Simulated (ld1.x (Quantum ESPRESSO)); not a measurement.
**What one change does to a pseudopotential (lithium, TM)**

- Element: Li
- Generator: ld1.x (Quantum ESPRESSO) 7.5
- Type: norm-conserving Troullier–Martins (Kleinman–Bylander form)
- Functional: LDA (PZ)
- Relativity: scalar-relativistic
- Frozen core: [He]
- Valence charge: 1
- Reference configuration: 2s1 2p0
- Partial waves: 2s (bound): rc 2.85 bohr; 2p (bound, empty): rc 4.20 bohr; 3d channel at -0.15 Ry: rc 3.65 bohr
- Local potential: all-electron potential smoothed inside 3.05 bohr (lloc = -1)
- Core correction: none

Change: local potential all-electron potential smoothed inside 3.90 bohr (lloc = -1).

Cutoffs: the cutoffs (Ry, on a coarse ladder) from which the occupation-weighted sum of valence levels, in a spherical-Bessel basis at the reference potential, stays within 10 and 1 mRy of its value at 400 Ry; they do not see the model core or the augmentation charge, which bear on the density cutoff. Errors are all-electron minus pseudo energies relative to the spin-unpolarised reference configuration.

**Question.** Predict the effect on cutoff, ghosts and configuration errors.

**Answer.** Both files are so soft that the ladder of cutoffs tells neither apart; the errors of the 4 common tests hardly move; neither file shows a bound ghost.

| quantity | base | changed |
| --- | --- | --- |
| cutoff, loose | 6 Ry | 6 Ry |
| cutoff, tight | 6 Ry | 6 Ry |
| bound ghosts | none | none |
| error for 2s0.5 2p0, meV [ΔE 2.04 eV] | +5.8 | +5.4 |
| error for 2s0 2p1, meV [ΔE 1.75 eV] | -0.7 | -0.7 |
| error for 2s1 2p0 (spin-polarised), meV [ΔE -0.23 eV] | +20 | +20 |
| error for 2s0.5 2p0 (spin-polarised), meV [ΔE 1.95 eV] | +16 | +16 |
| s: phases at 4.57 bohr within 0.05 rad from the reference energy up to (Ry; the scan ends near 5) | 0.7 | 0.6 |
| p: phases at 4.57 bohr within 0.05 rad from the reference energy up to (Ry; the scan ends near 5) | 0.6 | 0.5 |
| d: phases at 4.57 bohr within 0.05 rad from the reference energy up to (Ry; the scan ends near 5) | 1.8 | 1.6 |
